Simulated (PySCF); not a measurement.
# How methods differ on the ionisation energy of Li⁺

Li⁺ 1s2 (1S) → Li²⁺ 1s1 (2S), as a difference of total energies. Calculation: PySCF 2.14, in cc-pVTZ (4s3p2d1f, 30 functions); no relativity, point nucleus. Correlated levels: valence: nothing frozen. The calculations carry no spin-orbit coupling.

| method | ionisation energy (eV) | difference from reference (eV) |
| --- | --- | --- |
| UHF | 74.491 | -1.149 |
| PBE | 75.354 | -0.286 |
| BP86 | 75.877 | +0.237 |
| MP2 (valence) | 74.787 | -0.853 |
| SCS-MP2 (valence) | 74.847 | -0.793 |
| CCSD (valence) | 74.844 | -0.796 |

Reference: 75.640 eV (theoretical estimate listed by NIST; NIST Atomic Spectra Database, ionization energies).

Errors of the correlated levels include the incompleteness of this basis.

With two correlated electrons CCSD is exact in that space.
